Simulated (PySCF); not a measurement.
## Ru: ionisation energy

Ru [Kr] 4d7 5s1 (5F) → Ru⁺ [Kr] 4d7 (4F), as a difference of total energies. Computed with PySCF 2.14 in ANO-RCC-VTZP, with scalar relativity by spin-free X2C-1e. Correlated levels: valence: [Kr] frozen. The calculations carry no spin-orbit coupling.

```json
{"method": "UHF", "ionisation energy (eV)": "6.311"}
{"method": "MP2 (valence)", "ionisation energy (eV)": "7.158"}
{"method": "SCS-MP2 (valence)", "ionisation energy (eV)": "6.895"}
{"method": "CCSD (valence)", "ionisation energy (eV)": "7.103"}
{"method": "CCSD(T) (valence)", "ionisation energy (eV)": "7.166"}
```

**Question.** How much does correlation contribute at CCSD(T) (valence)?

**Answer.** 7.166 − (6.311) = 0.855 eV, measured against UHF.

Errors of the correlated levels include the incompleteness of this basis and the frozen core.

For comparison: 7.365 eV (measured; NIST levels, between the centres of gravity of the two terms).
